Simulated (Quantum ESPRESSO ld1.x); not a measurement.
Values are calculated unless marked as measured or tabulated.
Bi54+, 29 electrons, occupied as [Ar] 3d10 4s1. Level of theory: scalar-relativistic Kohn-Sham, LDA (Slater exchange, VWN5 correlation), spin-polarised, spherical densities, point nucleus; open shells are filled with parallel spins first (ld1.x of Quantum ESPRESSO 7.5).

Radial electron density D(r) = 4 pi r^2 rho(r):

```
   r/bohr * D(r) (the largest magnitude, 154, reaches the edge; | marks zero)
 0.002123 |            *
 0.002413 |              *
 0.002743 |                *
 0.003092 |                   *
 0.003515 |                      *
 0.003994 |                         *
  0.00454 |                            *
 0.005119 |                               *
 0.005818 |                                 *
 0.006612 |                                    *
 0.007515 |                                      *
 0.008473 |                                        *
  0.00963 |                                        *
  0.01095 |                                        *
  0.01244 |                                        *
  0.01403 |                                      *
  0.01594 |                                     *
  0.01812 |                                    *
  0.02043 |                                   *
  0.02322 |                                    *
  0.02639 |                                      *
  0.02999 |                                         *
  0.03382 |                                             *
  0.03843 |                                                  *
  0.04368 |                                                     *
  0.04965 |                                                      *
  0.05598 |                                                    *
  0.06362 |                                                 *
  0.07231 |                                            *
  0.08153 |                                         *
  0.09266 |                                       *
   0.1053 |                                         *
   0.1197 |                                            *
    0.135 |                                              *
   0.1534 |                                            *
   0.1743 |                                      *
   0.1981 |                             *
   0.2234 |                    *
   0.2539 |           *
   0.2886 |      *
    0.328 |   *
   0.3698 | *
   0.4203 |*
   0.4777 |*
   0.5386 *
   0.6121 *
   0.6957 *
   0.7907 *
   0.8915 *
```

D(r) has 3 maxima, at r = 0.0103, 0.0489, 0.137 bohr, and minima at 0.0206, 0.0912 bohr, inside which lie 1.89, 11.11 electrons.
